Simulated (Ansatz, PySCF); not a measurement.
Si(OSiH3)(F)3 (F3H3OSi2), SMILES F[Si](F)(F)O[SiH3].

Coordinates come from a B3LYP-D3(BJ)/def2-SVP optimisation. The values are those of a single conformer.

Vertical ionisation energy (IE) and electron affinity (EA) in eV. Rows of orbital energies are one-electron estimates. Where ΔSCF, EOM or ADC give a negative EA the extra electron is unbound and the value depends on the basis.

```
level                                                                         IE     EA
-------------------------------------------------------------------------  -----  -----
−ε(HOMO), −ε(LUMO), PBE0/def2-TZVP (PySCF)                                  9.73   0.48
−ε(HOMO), −ε(LUMO), PBE/def2-TZVP (PySCF)                                   8.25   1.38
ΔSCF, CAM-B3LYP/def2-TZVPD (Ansatz), final states of multiplicity 2 and 2  12.28  -0.66
ΔSCF, PBE/def2-TZVPD (Ansatz), final states of multiplicity 2 and 2        11.49  -0.32
```

Question: What vertical singlet–triplet gap does ΔSCF give with CAM-B3LYP/def2-TZVPD (Ansatz, a program for electronic structure) and with PBE/def2-TZVPD (Ansatz)? (An estimate is asked for; the answer gives what the named calculation found.)

Answer: 7.54 and 6.63 eV (triplet above singlet where positive).
